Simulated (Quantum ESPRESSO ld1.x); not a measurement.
Q: These are the eigenvalues of the occupied orbitals of an atom or ion with whole-number occupations (eV). All-electron calculation, scalar-relativistic Kohn-Sham, LDA (Slater exchange, Perdew-Wang correlation), spin-polarised, spherical densities, point nucleus. Program: ld1.x of Quantum ESPRESSO 7.5.

| orbital | eigenvalue |
|---|---|
| 1s up | -27770.911 |
| 1s down | -27770.905 |
| 2s up | -4201.291 |
| 2s down | -4201.045 |
| 2p up | -3778.300 |
| 2p down | -3778.104 |
| 3s up | -836.674 |
| 3s down | -836.504 |
| 3p up | -698.156 |
| 3p down | -697.973 |
| 3d up | -482.486 |
| 3d down | -482.245 |
| 4s up | -168.170 |
| 4s down | -167.339 |
| 4p up | -126.445 |
| 4p down | -125.610 |
| 4d up | -65.709 |
| 4d down | -64.921 |

Which element is it, and in what charge state? The configuration may be excited. Open shells, if any, are filled with parallel spins first.

A: Z = 49, indium, charge +4: In4+ in [Kr] 4d9. The list shows which subshells hold electrons but not how many an open one holds; the 1s level, -1020.6 hartree, gives Z - s = 45.2 by -(Z - s)^2/2, which with screening and relativity narrows Z to a few neighbours, and the depths of the outer levels then fix element, charge and occupations together.
